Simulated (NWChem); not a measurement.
# BClF2; SMILES ClB(F)F

```xyz
4

B     -0.0032     0.4385     0.0000
F      0.0003     1.1019    -1.1364
F      0.0003     1.1019     1.1364
Cl     0.0000    -1.3166     0.0000
```
Atoms are numbered in this order, from 1.

All runs: NWChem. Pople sets run with spherical d functions. Structure relaxed at the B3LYP/6-31G* (spherical d) level. Vzz is the largest principal value of the second derivative of the potential at the nucleus (NWChem prints the opposite sign); η is the asymmetry. Non-relativistic.

```tsv
level	Vzz B1 (a.u.)	η B1	Vzz Cl4 (a.u.)	η Cl4	relative time
PBE/6-31G*	0.223	0.04	2.259	0.42	1
PBE/cc-pVTZ	0.269	0.07	2.127	0.47	7
B3LYP/6-31G*	0.255	0.02	2.279	0.41	1
B3LYP/def2-TZVP	0.296	0.01	2.379	0.46	4
```

The last column is a rough cost ratio, cheapest run = 1.
